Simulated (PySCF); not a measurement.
SMILES OCS (CH₄OS) (PBE0/def2-SVP optimised geometry):

```
7

O      0.927    -0.746     0.000
C     -0.456    -0.746     0.000
S     -1.223     0.913     0.000
H      1.223    -0.211    -0.747
H     -0.784    -1.302     0.889
H     -0.901    -1.234    -0.888
H     -0.721     1.302     1.192
```

Method: PBE0/def2-TZVP run with PySCF.

Problem. What are the frontier orbital energies and the dipole moment?

Solution. HOMO-2 -9.41 eV, HOMO-1 -8.37 eV, HOMO -7.19 eV, LUMO 0.33 eV, LUMO+1 1.37 eV; dipole moment 0.46 D.

On the same geometry PBE/def2-TZVP in PySCF 2.14.0 gives HOMO-2 -7.93 eV, HOMO-1 -6.82 eV, HOMO -5.90 eV, LUMO -0.62 eV, LUMO+1 0.42 eV; dipole moment 0.47 D.

Meta-Löwdin charges at PBE0/def2-TZVP: O1 -0.51, C2 -0.05, S3 -0.12, H4 0.34, H5 0.13, H6 0.11, H7 0.10.
